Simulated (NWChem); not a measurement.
System: HO2, doublet; SMILES O[O]

Results from NWChem. Pople sets run with spherical d functions. Spin-unrestricted. In the optimisation the excess spin sits in a" (Cs, its own frame). Structure relaxed at the PBE0/def2-SVP, spin-unrestricted level. No stability test was run on the SCF state. Level: PBE0/6-31G* with COSMO at NWChem's default radii, gas-phase geometry; rows give the dielectric constant. Reactions with the solvent are ignored.

For dielectric constant 78.4:

```
Item                                       Value
-----------------------------------------  -----
electrostatic solvation energy (kcal/mol)   -6.2
dipole in solution (D)                      2.76
```

**Question.** How do the values read with dielectric constant 1.5 instead?

**Answer.** The electrostatic solvation energy (kcal/mol) is -1.9 and the dipole in solution (D) comes out as 2.44.
